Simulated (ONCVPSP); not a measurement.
## An all-electron radial function and its pseudo partner (gallium (Ga))

Columns: radius, all-electron u(r) and pseudo u(r) of the 3p shell (level -98.86 eV) of gallium in the configuration [Ne] 3s2 3p6 3d10 4s2 4p1; PBE, scalar-relativistic, ONCV scheme, ONCVPSP 4.0.1.

```
r (bohr)  all-electron  pseudo
   0.065       -0.5107  0.0385
   0.130       -0.6758  0.1520
   0.195       -0.3449  0.3334
   0.260        0.1603  0.5639
   0.325        0.6280  0.8107
   0.390        0.9753  1.0340
   0.455        1.1901  1.1999
   0.520        1.2916  1.2907
   0.585        1.3076  1.3078
   0.650        1.2658  1.2671
   0.715        1.1882  1.1891
   0.780        1.0910  1.0911
   0.845        0.9855  0.9853
   0.910        0.8794  0.8792
   0.975        0.7772  0.7770
   1.040        0.6817  0.6815
   1.105        0.5944  0.5942
   1.170        0.5157  0.5156
   1.235        0.4456  0.4455
   1.300        0.3838  0.3837
   1.365        0.3297  0.3296
   1.430        0.2825  0.2824
   1.495        0.2415  0.2415
   1.560        0.2062  0.2062
   1.625        0.1758  0.1757
   1.690        0.1497  0.1496
```

Task: How many radial nodes do the two functions have?

Result: The all-electron 3p function has n − l − 1 = 1; the pseudo-wave has 0, since the states of the same l below it are removed with the core.

Task: At about which radius was the pseudo-wave matched?

Result: 0.95 bohr. The columns agree to 0.0005 from 0.78 bohr on; several derivatives are matched, so the curves merge somewhat inside the radius.

Task: Is the pseudo-wave norm-conserving?

Result: Yes: the ONCV scheme keeps the norm inside the radius equal to the all-electron one, which fixes the energy derivative of the logarithmic derivative at the level.
